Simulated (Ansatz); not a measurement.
`B/C=C(/C)F` and `C/C(F)=[CH]/[GeH3]` differ in one atom or group.

Ansatz, PBE0-D4/def2-TZVP geometries, multiplicity 1. 

Scalar relativity is left out up to krypton.

```csv
property,`B/C=C(/C)F`
LUMO energy (ωB97M-V/def2-TZVPP) / eV,0.13
size of the dipole moment (ωB97M-V/def2-TZVPP) / D,2.74
HOMO–LUMO gap (PBE/def2-TZVPP) / eV,4.00
size of the dipole moment (PBE/def2-TZVPP) / D,2.92
LUMO energy (B3LYP/def2-TZVPP) / eV,-2.07
zero-point energy (PBE0-D4/def2-TZVP) / kJ/mol,219.9
```

Question: Give the same properties after the change, and the shifts. (Best estimate.)

Answer: Ansatz gave: 
```csv
property,`C/C(F)=[CH]/[GeH3]`,shift
LUMO energy (ωB97M-V/def2-TZVPP) / eV,1.97,1.84
size of the dipole moment (ωB97M-V/def2-TZVPP) / D,1.93,-0.81
HOMO–LUMO gap (PBE/def2-TZVPP) / eV,5.16,1.16
size of the dipole moment (PBE/def2-TZVPP) / D,1.89,-1.03
LUMO energy (B3LYP/def2-TZVPP) / eV,-0.32,1.75
zero-point energy (PBE0-D4/def2-TZVP) / kJ/mol,225.5,5.6
```

With PBE0 the HOMO rises by 0.51 eV and the LUMO rises by 1.78 eV, so the gap widens by about 1.27 eV. PBE moves the HOMO by 0.60 eV and ωB97M-V by 0.48 eV. The zero-point energy changes by 5.6 kJ/mol with +3 modes. Dipoles are sizes alone; their direction can turn.

B3LYP here is the variant with VWN-RPA as its local correlation; programs differ in this.
